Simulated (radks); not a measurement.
These are the eigenvalues of the occupied orbitals of an atom or ion with whole-number occupations (hartree). All-electron calculation, scalar-relativistic Kohn-Sham, PBE, spin-polarised, spherical densities, finite nucleus; Fermi nuclear charge, rms radius of each element as measured or else 0.836 A^(1/3) + 0.57 fm. Program: a radial shooting solver on a logarithmic mesh with Libxc functionals.

orbital  eigenvalue
1s up     -2062.597
1s down   -2062.597
2s up     -364.7204
2s down   -364.6921
2p up     -325.8073
2p down   -325.7848
3s up     -99.90694
3s down   -99.89374
3p up     -88.01040
3p down   -87.99557
3d up     -72.95029
3d down   -72.92712
4s up     -37.00695
4s down   -36.93969
4p up     -32.85052
4p down   -32.78428
4d up     -27.28270
4d down   -27.21737

Which element is it, and in what charge state? The configuration may be excited. Open shells, if any, are filled with parallel spins first.

Answer. Z = 67, holmium, charge +22: Ho22+ in [Kr] 4d9. The list shows which subshells hold electrons but not how many an open one holds; the 1s level, -2062.6 hartree, gives Z - s = 64.2 by -(Z - s)^2/2, which with screening and relativity narrows Z to a few neighbours, and the depths of the outer levels then fix element, charge and occupations together.
